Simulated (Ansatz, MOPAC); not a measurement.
Molecule: BNH₃, charge -1, multiplicity 1. SMILES: B[NH-]

Atoms: B1, N2, H3, H4, H5. Bonds: B1-N2, B1-H3, B1-H4, N2-H5.

Bond lengths (Å) and angles (degrees) optimised at PM7 with MOPAC; MNDO with MOPAC; B3LYP/6-31G* with Ansatz (a first-principles code), each started from the B3LYP-D3(BJ)/def2-TZVP structure (Ansatz) of the last column. A row stands for all coordinates that are equal there. 6-31G* holds six Cartesian d functions. No wavenumbers were computed at MNDO, so these may be saddle points.

```csv
coordinate,PM7,MNDO,B3LYP/6-31G*,B3LYP-D3(BJ)/def2-TZVP
B1-N2,1.332,1.334,1.372,1.370
B1-H3,1.186,1.187,1.247,1.241
B1-H4,1.188,1.177,1.239,1.233
N2-H5,0.996,1.009,1.033,1.023
N2-B1-H3,132.9,127.4,127.0,125.8
N2-B1-H4,123.1,121.2,119.9,120.5
B1-N2-H5,119.5,111.6,108.5,110.8
H3-B1-H4,104.0,111.5,113.1,113.6
```

Mean signed difference of all 4 bond lengths from B3LYP-D3(BJ)/def2-TZVP: PM7 -0.041 Å, MNDO -0.040 Å, B3LYP/6-31G* 0.006 Å.
